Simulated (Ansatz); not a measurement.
Relaxation of H₆NOPSi (10 atoms, charge 0, multiplicity 1), to a largest force component of 0.02 eV/Å in at most 40 steps.

Method: RKS LDA/6-31G* in Ansatz.

```xyz
10
Properties=species:S:1:pos:R:3:forces:R:3
O -0.863 0.116 -2.045 -2.00 0.06 -1.42
Si 0.112 0.368 -0.783 0.60 0.87 -0.19
N -0.550 -0.646 0.395 0.46 0.64 1.84
P 0.303 -0.528 1.928 -3.02 -0.80 1.25
H -1.847 0.241 -1.841 1.52 -0.16 -0.26
H 0.068 1.793 -0.333 0.13 0.07 0.25
H 1.504 -0.078 -1.131 0.02 0.15 -0.21
H -0.451 -1.584 0.047 -0.39 -1.21 -0.07
H 0.207 0.882 2.178 0.18 0.01 -0.40
H 1.601 -0.614 1.588 2.49 0.38 -0.79
```

**Question.** Where does it end, and by what steps?

**Answer.** The forces met the threshold. After 28 steps the energy has fallen by 0.643 eV; H10 moved furthest, 1.41 Å.

```json
{"step": "0", "energy less start (eV)": "0.0000", "largest force component (eV/Å)": "3.018", "accepted": "yes"}
{"step": "1", "energy less start (eV)": "-0.4517", "largest force component (eV/Å)": "0.712", "accepted": "yes"}
{"step": "2", "energy less start (eV)": "-0.5390", "largest force component (eV/Å)": "0.755", "accepted": "yes"}
{"step": "3", "energy less start (eV)": "-0.5688", "largest force component (eV/Å)": "0.572", "accepted": "yes"}
{"step": "4", "energy less start (eV)": "-0.5731", "largest force component (eV/Å)": "0.762", "accepted": "yes"}
{"step": "5", "energy less start (eV)": "-0.5998", "largest force component (eV/Å)": "0.176", "accepted": "yes"}
{"step": "6", "energy less start (eV)": "-0.6057", "largest force component (eV/Å)": "0.080", "accepted": "yes"}
{"step": "7", "energy less start (eV)": "-0.6064", "largest force component (eV/Å)": "0.094", "accepted": "yes"}
{"step": "8", "energy less start (eV)": "-0.6091", "largest force component (eV/Å)": "0.037", "accepted": "yes"}
{"step": "9", "energy less start (eV)": "-0.6102", "largest force component (eV/Å)": "0.098", "accepted": "yes"}
{"step": "10", "energy less start (eV)": "-0.6116", "largest force component (eV/Å)": "0.075", "accepted": "yes"}
{"step": "11", "energy less start (eV)": "-0.6133", "largest force component (eV/Å)": "0.097", "accepted": "yes"}
{"step": "12", "energy less start (eV)": "-0.6140", "largest force component (eV/Å)": "0.117", "accepted": "yes"}
{"step": "13", "energy less start (eV)": "-0.6147", "largest force component (eV/Å)": "0.117", "accepted": "yes"}
{"step": "14", "energy less start (eV)": "-0.6156", "largest force component (eV/Å)": "0.127", "accepted": "yes"}
{"step": "15", "energy less start (eV)": "-0.6163", "largest force component (eV/Å)": "0.133", "accepted": "yes"}
{"step": "16", "energy less start (eV)": "-0.6177", "largest force component (eV/Å)": "0.169", "accepted": "yes"}
{"step": "17", "energy less start (eV)": "-0.6186", "largest force component (eV/Å)": "0.194", "accepted": "yes"}
{"step": "18", "energy less start (eV)": "-0.6199", "largest force component (eV/Å)": "0.181", "accepted": "yes"}
{"step": "19", "energy less start (eV)": "-0.6222", "largest force component (eV/Å)": "0.182", "accepted": "yes"}
{"step": "20", "energy less start (eV)": "-0.6248", "largest force component (eV/Å)": "0.220", "accepted": "yes"}
{"step": "21", "energy less start (eV)": "-0.6279", "largest force component (eV/Å)": "0.275", "accepted": "yes"}
{"step": "22", "energy less start (eV)": "-0.6309", "largest force component (eV/Å)": "0.273", "accepted": "yes"}
{"step": "23", "energy less start (eV)": "-0.6343", "largest force component (eV/Å)": "0.313", "accepted": "yes"}
{"step": "24", "energy less start (eV)": "-0.6380", "largest force component (eV/Å)": "0.182", "accepted": "yes"}
{"step": "25", "energy less start (eV)": "-0.6405", "largest force component (eV/Å)": "0.160", "accepted": "yes"}
{"step": "26", "energy less start (eV)": "-0.6420", "largest force component (eV/Å)": "0.101", "accepted": "yes"}
{"step": "27", "energy less start (eV)": "-0.6427", "largest force component (eV/Å)": "0.034", "accepted": "yes"}
{"step": "28", "energy less start (eV)": "-0.6428", "largest force component (eV/Å)": "0.015", "accepted": "yes"}
```

```xyz
10
Properties=species:S:1:pos:R:3
O -1.160 0.575 -1.634
Si 0.304 0.082 -1.028
N 0.273 -0.972 0.340
P 0.128 -0.523 1.996
H -1.652 1.219 -1.090
H 1.102 1.267 -0.555
H 0.920 -0.667 -2.165
H 0.192 -1.980 0.188
H -1.038 0.337 1.975
H 1.015 0.612 1.975
```

Whether the end is a true minimum wasn't checked by a vibrational analysis.

Run time: 20 s on 1 thread of AMD EPYC 9R45 (Zen 5), with other jobs on the host, peak memory 0.15 GiB.
